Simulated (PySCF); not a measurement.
Si(H)(Cl)(Br)(NH2) (BrClH₃NSi), SMILES Cl[SiH](Br)N. Atoms are numbered in the order given.

```xyz
7

Si     0.3249    -0.6462     0.5226
N      1.9972    -0.8202     0.2168
Cl    -0.9024    -1.9235    -0.5751
Br    -0.2319     1.4430    -0.0260
H      0.0419    -0.9057     1.9486
H      2.4900    -1.6439     0.5515
H      2.3987    -0.4671    -0.6470
```
Charge 0, spin multiplicity 1.

Geometry: B3LYP-D3(BJ)/def2-SVP. This is a generated structure with no PubChem entry under its InChIKey; it may be hypothetical. Other conformers were not sampled.

Computed with PBE/pcSseg-1 (PySCF).

GIAO shieldings, no solvent; atoms listed in one row are averaged. δ = σ(ref) − σ: ²⁹Si against TMS (σ = 335.4 ppm); ¹⁵N against NH3 (σ = 267.0 ppm); ³⁵Cl against HCl (σ = 936.5 ppm); ¹H against TMS (σ = 31.49 ppm), references at their B3LYP-D3(BJ)/def2-TZVP geometries, non-relativistic (without spin–orbit terms, shifts of atoms bonded to Cl or Br come out too high).

| nucleus | atoms | count | δ (ppm) |
|---|---|---|---|
| ²⁹Si | Si1 | 1 | 7.3 |
| ¹⁵N | N2 | 1 | 58.5 |
| ³⁵Cl | Cl3 | 1 | 192.9 |
| ¹H | H5 | 1 | 6.29 |
| ¹H | H7 | 1 | 1.85 |
| ¹H | H6 | 1 | 1.72 |
